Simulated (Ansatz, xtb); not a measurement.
## C5H4FP: which of two isomers lies lower

Structure a is `FC1=CC=CP=C1`, a singlet and structure b is `FC1=CC=PC=C1`, a singlet. Both are isolated molecules in the gas phase, relaxed with PBE-D3(BJ)/def2-SVP.

a (Å):

```xyz
11

C     0.0739    0.7383    1.7035
C    -0.0206    0.4598    0.3314
C     0.9384   -0.3244   -0.3258
C     2.0506   -0.8859    0.3165
C     1.0950    0.2835    2.5386
F    -0.8997    1.5024    2.2417
P     2.4356   -0.7145    2.0159
H    -0.8761    0.8777   -0.2193
H     0.8018   -0.5033   -1.4055
H     2.7502   -1.4885   -0.2865
H     1.0440    0.5792    3.5997
```

b (Å):

```xyz
11

C     0.1560    0.4248    1.7309
C    -0.0570    0.8230    0.4036
C     0.7831    0.4134   -0.6359
C     2.1489   -0.9142    1.2507
C     1.2062   -0.4048    2.1485
F    -0.7044    0.8683    2.6659
P     2.1917   -0.6245   -0.4811
H    -0.9209    1.4785    0.2066
H     0.5461    0.7714   -1.6523
H     2.9444   -1.5599    1.6606
H     1.2627   -0.6441    3.2229
```

Energies in hartree; the thermal terms are from GFN2-xTB frequencies at re-optimised GFN2-xTB minima (ideal gas, soft modes damped towards free rotors, one conformer each, 298.15 K, 1 atm) and include the zero-point energy:

|  | a | b |
| --- | --- | --- |
| E, CCSD(T)/def2-SVP | −632.514108 | −632.513119 |
| E, MP2/def2-SVP | −632.434872 | −632.433759 |
| E, MP2/def2-TZVPP | −633.120539 | −633.118842 |
| zero-point energy | 0.073580 | 0.073528 |
| H(298 K) − E | 0.080408 | 0.080357 |
| G(298 K) − E | 0.043542 | 0.044148 |

Question: Correct the CCSD(T) difference for the basis set by the MP2 change, then work out ΔE, ΔE₀, ΔH and ΔG for a → b in kcal/mol (1 Eh = 627.51 kcal/mol) and the equilibrium ratio [b]/[a].

Answer: 1. Differences b − a: CCSD(T) +0.000989, MP2 in the small set +0.001113, MP2 in the large set +0.001697 Eh.
2. ΔE = +0.000989 + (+0.001697 − (+0.001113)) = +0.001573 Eh = +0.99 kcal/mol.
3. ΔE₀ = ΔE + ΔZPE = +0.001573 + (−0.000052) Eh = +0.95 kcal/mol.
4. ΔH = ΔE + (−0.000051) Eh = +0.96 kcal/mol.
5. ΔG = ΔE + (+0.000606) Eh = +1.37 kcal/mol, so ΔS = (ΔH − ΔG)/T = −5.8 J/(mol K).
6. kT = 0.9442 mEh, so K = [b]/[a] = exp(−ΔG/kT) = exp(−2.31) ≈ 0.099.

The sums favour a, but ΔE leans on the basis-set step (CCSD(T) alone has the other sign or is under 1 kcal/mol), so the order isn't settled. An error of 1 kcal/mol in ΔG would change K by a factor of 5.4. Mirror images and further conformers aren't counted.

As drawn, both hold the same kinds of bond in the same numbers.

Other levels gave ΔE = +0.9 (GFN2-xTB); +0.4 (HF/STO-3G, GFN2-xTB geometries); +0.7 (r2SCAN-D4/def2-SVP, GFN2-xTB geometries); +0.6 (PBE-D3(BJ)/def2-SVP); +0.9 (HF/def2-SVP); +0.7 (MP2/def2-SVP); +0.6 (CCSD(T)/def2-SVP) kcal/mol. The correlated steps freeze 11 core orbitals. Programs: Ansatz 0.2.0, xtb 6.7.1.
